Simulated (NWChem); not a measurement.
Species: CH₃BBrCl; SMILES CB(Cl)Br

All runs: NWChem. This build's default masses of Se (78.918 u) and Br (79.917 u) are each other's, which moves their modes by up to 0.6 %. The level has its own optimisation; frequencies are unscaled.

### Question
Predict the results for Hartree-Fock/STO-3G. Quantities: r B–Cl (Å); r B–Br (Å); r B–C (Å); highest harmonic frequency (cm⁻¹); lowest (cm⁻¹); zero-point energy (kcal/mol); dipole (D).

### Answer
```yaml
r B–Cl (Å): 1.792
r B–Br (Å): 1.873
r B–C (Å): 1.575
highest harmonic frequency (cm⁻¹): 3754
lowest (cm⁻¹): 41
zero-point energy (kcal/mol): 32.0
dipole (D): 1.91
```
